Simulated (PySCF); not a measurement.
## Spin–spin couplings to the heavy atom in `B[BH][SbH2]`, B2H5Sb

Cartesian coordinates in Å; atom numbers follow the order of the lines, from 1:
```xyz
8

B     1.081    0.342    0.420
B     0.446   -1.080    0.025
Sb   -1.659   -0.209   -0.195
H     1.545    1.063   -0.437
H     1.013    0.780    1.550
H     0.622   -2.245   -0.200
H    -1.430   -0.115   -1.894
H    -1.074    1.399    0.038
```

Calculated values (PySCF 2.14.0): indirect couplings, PBE0/pcJ-1 (dyall-v2z on Sb), no solvent, finite nuclei, PBE0-D3(BJ)/def2-SVP geometry.

Non-relativistic values:
```tsv
coupling	atoms	J (Hz)
1J(121Sb,11B)	Sb3 – B2	-48.6
1J(121Sb,1H)	Sb3 – H7/H8	131.6
2J(121Sb,11B)	Sb3 – B1	13.2
2J(121Sb,1H)	Sb3 – H6	36.8
3J(121Sb,1H)	Sb3 – H4/H5	29.5
```

Task: What do two-component X2C with spin–orbit coupling give?

Result: 
| coupling | atoms | with spin–orbit (Hz) |
| --- | --- | --- |
| 1J(121Sb,11B) | Sb3 – B2 | -97.2 |
| 1J(121Sb,1H) | Sb3 – H7/H8 | -47.1 |
| 2J(121Sb,11B) | Sb3 – B1 | 23.1 |
| 2J(121Sb,1H) | Sb3 – H6 | 61.8 |
| 3J(121Sb,1H) | Sb3 – H4/H5 | 39.5 |

The largest listed coupling, 1J(121Sb,11B), ends at 2.00 times its non-relativistic value. Equivalent partners are averaged, as under fast rotation. In the static structure 1J(121Sb,1H) spreads over -80.9, -13.2 Hz. In the static structure 3J(121Sb,1H) spreads over 31.6, 47.4 Hz. Couplings to strongly quadrupolar nuclei (121Sb) are seldom resolved in solution.
